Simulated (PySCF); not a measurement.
Ligands exchanged one at a time, Si NH2-OCH3. Isolated molecules, 0 K electronic values unless said otherwise. One relaxed conformer stands for each flexible species; it need not be the lowest. Strings in code marks are SMILES.

The four lowest singlet excitations (Tamm–Dancoff). Computed with PySCF with PBE-D3(BJ)/def2-TZVP // r2SCAN-D4/def2-SVP. Excitations are Tamm–Dancoff values on a coarser integration grid. The basis has no diffuse functions, so Rydberg states are missing or too high.

```csv
state,energy (eV),wavelength (nm),oscillator strength
S1,5.31,233,0.000
S2,5.91,210,0.039
S3,5.93,209,0.051
S4,5.93,209,0.051
```

### Question
Which member gives these states?
(A) `N[Si](N)(N)N`
(B) `CO[Si](N)(N)N`
(C) `CO[Si](N)(N)OC`
(D) `CO[Si](N)(OC)OC`

### Answer
A, `N[Si](N)(N)N`
